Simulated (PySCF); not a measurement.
# Spinor energies of Ge¹⁰⁺ (germanium, charge +10)

Start: [Ar] 3d4; 3d3/2 filled at m_j = -3/2, -1/2, +1/2, +3/2. Calculated with PySCF 2.14 in an even-tempered Gaussian basis (17 s from 0.64 bohr⁻², ratio 2.8; 12 p from 0.83 bohr⁻², ratio 2.8; 8 d from 0.83 bohr⁻², ratio 2.8; 4 f from 3.4 bohr⁻², ratio 3): generalised Hartree-Fock with the X2C-1e Hamiltonian and a Gaussian nucleus; one run each with spin-orbit coupling (SO) switched off, then screened by Boettger's factors.

```json
{"spinor shell": "1s1/2", "electrons": "2", "ε, spin-free (eV)": "-11448.3", "ε, screened SO (eV)": "-11448.0", "weight of nominal j (screened SO)": "1.000", "rms radius, screened SO (bohr)": "0.0542"}
{"spinor shell": "2s1/2", "electrons": "2", "ε, spin-free (eV)": "-1725.9", "ε, screened SO (eV)": "-1725.8", "weight of nominal j (screened SO)": "1.000", "rms radius, screened SO (bohr)": "0.227"}
{"spinor shell": "2p1/2", "electrons": "2", "ε, spin-free (eV)": "-1537.7", "ε, screened SO (eV)": "-1561.0", "weight of nominal j (screened SO)": "0.983", "rms radius, screened SO (bohr)": "0.201"}
{"spinor shell": "2p3/2", "electrons": "4", "ε, spin-free (eV)": "-1537.7", "ε, screened SO (eV)": "-1526.3", "weight of nominal j (screened SO)": "0.992", "rms radius, screened SO (bohr)": "0.203"}
{"spinor shell": "3s1/2", "electrons": "2", "ε, spin-free (eV)": "-439.52", "ε, screened SO (eV)": "-439.48", "weight of nominal j (screened SO)": "1.000", "rms radius, screened SO (bohr)": "0.625"}
{"spinor shell": "3p1/2", "electrons": "2", "ε, spin-free (eV)": "-376.23", "ε, screened SO (eV)": "-389.03", "weight of nominal j (screened SO)": "0.645", "rms radius, screened SO (bohr)": "0.629"}
{"spinor shell": "3d3/2", "electrons": "4", "ε, spin-free (eV)": "-290.79", "ε, screened SO (eV)": "-290.84", "weight of nominal j (screened SO)": "0.548", "rms radius, screened SO (bohr)": "0.618"}
```

Question: Where does 3p3/2 lie, and what is the 3p spin-orbit splitting (screened SO)?

Answer: At -369.87 eV, 19.159 eV above 3p1/2.

```json
{"quantity": "E (hartree)", "spin-free": "-2057.32489", "screened SO": "-2057.42172"}
{"quantity": "M_J", "spin-free": "0", "screened SO": "0"}
{"quantity": "⟨J²⟩", "spin-free": "4.003", "screened SO": "3.684"}
{"quantity": "⟨L²⟩", "spin-free": "6.002", "screened SO": "5.962"}
{"quantity": "⟨S²⟩", "spin-free": "6.001", "screened SO": "5.959"}
```

The determinant has a definite M_J but mixes levels of different J.

Each row is a mean over spinors that exchange with the open shell spreads, by up to 15.075 eV (3p3/2).

Rows whose weight is well below 1 are mixtures of j = l ± 1/2: exchange outweighs spin-orbit coupling there, and the label is only the starting occupation.

Without spin-orbit coupling the j labels of p, d and f shells carry no meaning; the spin-free column gives the mean over the occupied spinors of each nl shell, and its ⟨J²⟩ belongs to a mixture of degenerate components.
